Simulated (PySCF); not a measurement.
Computed against measured: harmonic wavenumber ωe

r²SCAN, PBE, CCSD(T) in PySCF with def2-SVPD on every atom (core potentials on Sr, I, Cs, Tl, Pb), for the lowest determinant that a PBE0 search found; no spin–orbit coupling. Measured values: Huber and Herzberg, Constants of Diatomic Molecules (1979).

```json
{"molecule": "CaS", "measured (cm⁻¹)": "462.23", "r²SCAN": "485", "PBE": "471", "CCSD(T)": "409"}
{"molecule": "TlF", "measured (cm⁻¹)": "477.3", "r²SCAN": "463", "PBE": "441", "CCSD(T)": "461"}
{"molecule": "CsF", "measured (cm⁻¹)": "352.56", "r²SCAN": "326", "PBE": "323", "CCSD(T)": "321"}
{"molecule": "Li2", "measured (cm⁻¹)": "351.43", "r²SCAN": "322", "PBE": "322", "CCSD(T)": "318"}
{"molecule": "PbO", "measured (cm⁻¹)": "721.0", "r²SCAN": "741", "PBE": "703", "CCSD(T)": "686"}
{"molecule": "HI", "measured (cm⁻¹)": "2309.014", "r²SCAN": "2321", "PBE": "2253", "CCSD(T)": "2326"}
{"molecule": "SrS", "measured (cm⁻¹)": "388.38", "r²SCAN": "397", "PBE": "384", "CCSD(T)": "350"}
{"molecule": "NaH", "measured (cm⁻¹)": "1172.2", "r²SCAN": "1151", "PBE": "1139", "CCSD(T)": "1124"}
```

Task: Give the mean signed and mean absolute error of each level in %, and name the best.

Result: r²SCAN -1.3 and 3.9; PBE -3.9 and 4.4; CCSD(T) -6.4 and 6.6. On this set r²SCAN is closest. CCSD(T) and MP2 converge slowly with the basis and look worse in a small one than at the limit.

Task: Which molecule does r²SCAN miss most?

Result: Li2, by -8.4 %.

The molecules are drawn from runs that passed checks on state, spin purity and fit, so the hardest cases are missing and the errors look smaller than over all diatomics.

Correlated steps freeze the inner cores (0 to 10 orbitals); shallow outer-core shells are correlated. Closed-shell solutions of metal pairs were not tested for spin polarisation, which can lower them a little. These are scalar-relativistic numbers at best; spin–orbit coupling would shift them, the dissociation energy most. The CCSD T1 diagnostic is raised in CaS, PbO, SrS, a sign that a single reference may not be enough there.
